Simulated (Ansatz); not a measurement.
Isolated molecules relaxed with PBE0-D4/def2-TZVP in Ansatz; ΔE leaves out vibrations. CCSD(T)/CBS adds triple-zeta CCSD(T) − MP2 to the extrapolated MP2 energy (def2 sets, frozen cores). This one scheme is used for every species. Functionals use def2-TZVPP. B3LYP here is the variant with VWN-RPA as its local correlation; programs differ in this. For Ga outer-core shells are correlated without core-valence functions, which leaves a few kJ/mol of doubt a bond. Scalar relativity is left out up to krypton. One conformer a species, not always the lowest.

`[CH3][GaH][CH2]F` + `[SiH3]Cl` → `F[CH2][GaH][SiH2]Cl` + CH₄  (formal exchange of groups at a Ga–C bond)

Q: Is it downhill or uphill in electronic energy at CCSD(T)/CBS, and by how much? (Best estimate.)

A: The calculation gave: Downhill: ΔE = -0.26 eV.

Q: What do these levels give: PBE, B3LYP, HF/def2-TZVPP, SCS-MP2/def2-TZVPP, CCSD/def2-TZVPP, HF/CBS(def2)? (Estimate.)

A: Computed: PBE -0.38, B3LYP -0.30, HF/def2-TZVPP -0.22, SCS-MP2/def2-TZVPP -0.20, CCSD/def2-TZVPP -0.24, HF/CBS(def2) -0.21 eV.

Largest T1 diagnostic among the species: 0.012.

From PBE to PBE0 (25 % exact exchange), in def2-TZVPP and without D4, ΔE moves by +0.04 eV. The D4 term adds −0.05 eV with B3LYP and −0.03 eV with PBE0; it sums over pairs of atoms, weighted by their polarisabilities, and B3LYP, whose exchange is more repulsive, gets the larger term.
